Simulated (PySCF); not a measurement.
## Two-component Hartree-Fock for Lu⁺ (lutetium, charge +1)

Start: [Xe] 4f14 6s2. Calculated with PySCF 2.14 in x2c-SVPall-2c with one added diffuse shell each of s, p, d type (8s11p10d2f1g, 114 functions): generalised Hartree-Fock with the X2C-1e Hamiltonian and a Gaussian nucleus; spin-orbit coupling (SO) screened by Boettger's factors. This is a chosen level, not necessarily the ground level.

| spinor shell | electrons | ε, screened SO (eV) | weight of nominal j (screened SO) | rms radius, screened SO (bohr) |
| --- | --- | --- | --- | --- |
| 1s1/2 | 2 | -63638.5 | 1.000 | 0.0219 |
| 2s1/2 | 2 | -10973.4 | 1.000 | 0.0885 |
| 2p1/2 | 2 | -10455.1 | 1.000 | 0.0754 |
| 2p3/2 | 4 | -9331.6 | 1.000 | 0.0825 |
| 3s1/2 | 2 | -2552.0 | 1.000 | 0.227 |
| 3p1/2 | 2 | -2322.7 | 1.000 | 0.218 |
| 3p3/2 | 4 | -2078.5 | 1.000 | 0.232 |
| 3d3/2 | 4 | -1693.3 | 1.000 | 0.206 |
| 3d5/2 | 6 | -1640.6 | 1.000 | 0.210 |
| 4s1/2 | 2 | -544.94 | 1.000 | 0.509 |
| 4p1/2 | 2 | -450.12 | 1.000 | 0.520 |
| 4p3/2 | 4 | -394.07 | 1.000 | 0.552 |
| 4d3/2 | 4 | -237.66 | 1.000 | 0.584 |
| 4d5/2 | 6 | -227.13 | 1.000 | 0.598 |
| 5s1/2 | 2 | -83.004 | 1.000 | 1.26 |
| 5p1/2 | 2 | -53.514 | 1.000 | 1.41 |
| 5p3/2 | 4 | -46.065 | 1.000 | 1.53 |
| 4f5/2 | 6 | -32.631 | 1.000 | 0.793 |
| 4f7/2 | 8 | -31.075 | 1.000 | 0.803 |
| 6s1/2 | 2 | -12.809 | 1.000 | 3.70 |

```tsv
quantity	screened SO
E (hartree)	-14565.94846
M_J	0
⟨J²⟩	0.000
⟨L²⟩	0.110
⟨S²⟩	0.110
```

Breit and QED terms are absent; they matter most for the inner s and p1/2 levels.

Densities and radii are taken from the X2C orbitals without a picture-change correction, which distorts them close to the nucleus.
